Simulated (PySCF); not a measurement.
**Successive ionisation energies of gallium**

Calculated with PySCF 2.14, two-component X2C-1e (Gaussian nucleus, no Breit or QED terms), each ion in its own even-tempered basis; GMP2 freezes the deep shells of the larger ions and drops the highest virtual spinors; eV.

| ion | configuration | GHF (screened spin-orbit) | GMP2 (screened spin-orbit) | NIST | kind |
| --- | --- | --- | --- | --- | --- |
| Ga⁵⁺ | [Ar] 3d8 | 110.57 | 112.52 | 112.7 ± 1.1 | theoretical |
| Ga⁶⁺ | [Ar] 3d7 | 139.52 | 141.11 | 140.8 ± 1.4 | theoretical |
| Ga⁷⁺ | [Ar] 3d6 | 168.19 | 169.67 | 169.9 ± 1.7 | theoretical |
| Ga⁸⁺ | [Ar] 3d5 | 210.78 | 211.45 | 211 ± 2.2 | theoretical |
| Ga⁹⁺ | [Ar] 3d4 | 243.69 | 244.37 | 244 ± 2.5 | theoretical |
| Ga¹⁰⁺ | [Ar] 3d3 | 280.47 | 280.94 | 280 ± 2.4 | theoretical |
| Ga¹¹⁺ | [Ar] 3d2 | 318.89 | 319.18 | 319 ± 2.5 | theoretical |
| Ga¹²⁺ | [Ar] 3d1 | 356.68 | 356.94 | 356 ± 3 | theoretical |
| Ga¹³⁺ | [Ar] | 470.09 | 470.85 | 471.2 ± 1.4 | semi-empirical |
| Ga¹⁴⁺ | [Ne] 3s2 3p5 | 507.43 | 508.34 | 508.8 ± 0.4 | semi-empirical |
| Ga¹⁵⁺ | [Ne] 3s2 3p4 | 554.35 | 555.33 | 548.3 ± 0.7 | semi-empirical |
| Ga¹⁶⁺ | [Ne] 3s2 3p3 | 594.64 | 594.87 | 599.8 ± 1.4 | semi-empirical |

Q: Where is the largest relative jump?

A: From Ga¹²⁺ to Ga¹³⁺: 356.94 to 470.85 eV, where the electron removed from [Ar] comes from a deeper shell or subshell.
